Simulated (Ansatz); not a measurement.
Computed with Ansatz on PBE0-D4/def2-TZVP structures; ΔE is electronic, products minus reactants. CBS: MP2 limit from def2 TZ/QZ plus the TZ coupled-cluster correction, frozen cores. DFT in def2-TZVPP. HSE06 is defined as in plane-wave codes. Each species was taken in one conformer, which may not be the lowest.

Consider the isomerisation: `O[SiH2][AlH][F]` → `[OH][Al]([F])[SiH3]`.

```
             level  ΔE (kJ/mol)
         revPBE-D4        -76.0
          HSE06-D4        -77.3
             HSE06        -77.5
RPA@PBE/def2-TZVPP        -77.2
```

Question: What does CCSD(T)/CBS give? (Estimate.)

Answer: Ansatz gave: -79.1 kJ/mol. The listed levels differ from it by 3.1, 1.8, 1.6, 1.9 kJ/mol.

Largest T1 diagnostic among the species: 0.013.

Leaving LDA and LC-ωPBE aside and taking each functional with its dispersion term where it has one, the values, not all of them listed here, spread over 10.8 kJ/mol, from r2SCAN-D4 to B97M-V. In def2-TZVPP, CCSD(T) changes the Hartree–Fock value by −9.2 kJ/mol (the triples alone add −0.8 kJ/mol) and MP2 by −10.3 kJ/mol.
